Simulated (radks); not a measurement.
The numbers below are computed, except where a source is named.
Question: These are the eigenvalues of the occupied orbitals of an atom or ion with whole-number occupations (hartree). Code: a radial shooting solver on a logarithmic mesh with Libxc functionals. Model: Dirac Kohn-Sham, relativistic LDA (MacDonald-Vosko exchange, VWN5 correlation), spin-unpolarised, spherical densities, finite nucleus; Fermi nuclear charge, rms radius of each element as measured or else 0.836 A^(1/3) + 0.57 fm.

1s1/2: -2163.995
2s1/2: -367.8560
2p1/2: -351.1564
2p3/2: -315.5750
3s1/2: -85.08092
3p1/2: -77.65550
3p3/2: -70.13921
3d3/2: -57.35398
3d5/2: -55.70296
4s1/2: -19.11929
4p1/2: -16.11718
4p3/2: -14.39179
4d3/2: -9.41367
4d5/2: -9.09447
5s1/2: -4.41304
5p1/2: -3.51098
5p3/2: -3.23595
4f5/2: -2.98448
4f7/2: -2.93186

Which element is it, and in what charge state? The configuration may be excited.

Answer: Z = 69, thulium, charge +5: Tm5+ in [Xe] 4f(5/2: 5, 7/2: 5). The list shows which subshells hold electrons but not how many an open one holds; the 1s level, -2164 hartree, gives Z - s = 65.8 by -(Z - s)^2/2, which with screening and relativity narrows Z to a few neighbours, and the depths of the outer levels then fix element, charge and occupations together.
